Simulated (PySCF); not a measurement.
Static polarisabilities and like-pair C6 coefficients by linear response at CAM-B3LYP/def2-SVPD (PySCF, frozen core in the response, non-relativistic, gas phase), PBE0-D3(BJ)/def2-SVP geometries, one conformer each; atomic units unless stated.

| label | species | α | C6 |
| --- | --- | --- | --- |
| P | `FC(F)(F)/P=P/C[SiH3]` | 108.5 | 4044 |
| Q | `CC(C)[O][AlH2]` | 69.4 | 1843 |
| R | `c1cc2c(pc1)cccc2` | 130.4 | 5473 |
| S | `[SiH3]Oc1cscn1` | 88.4 | 2902 |
| T | `FC(F)c1cnoc1` | 54.9 | 1431 |

Question: Estimate the unlike-pair coefficients by the rule C6(AB) = 2·C6(AA)·C6(BB) / [C6(AA)·αB/αA + C6(BB)·αA/αB], and compare with the geometric mean, for PQ, PR, PS, QR, QS, QT, RS and RT.

Answer: 
```json
{"pair": "PQ", "combination rule": "2726", "geometric mean": "2730", "ratio": "0.999"}
{"pair": "PR", "combination rule": "4702", "geometric mean": "4705", "ratio": "0.999"}
{"pair": "PS", "combination rule": "3423", "geometric mean": "3426", "ratio": "0.999"}
{"pair": "QR", "combination rule": "3164", "geometric mean": "3176", "ratio": "0.996"}
{"pair": "QS", "combination rule": "2313", "geometric mean": "2313", "ratio": "1.000"}
{"pair": "QT", "combination rule": "1615", "geometric mean": "1624", "ratio": "0.994"}
{"pair": "RS", "combination rule": "3975", "geometric mean": "3985", "ratio": "0.997"}
{"pair": "RT", "combination rule": "2747", "geometric mean": "2799", "ratio": "0.982"}
```

The rule is exact for one-pole polarisabilities and never exceeds the geometric mean; the two meet where both partners have the same effective excitation energy. These unlike-pair values are estimates, not computed integrals.
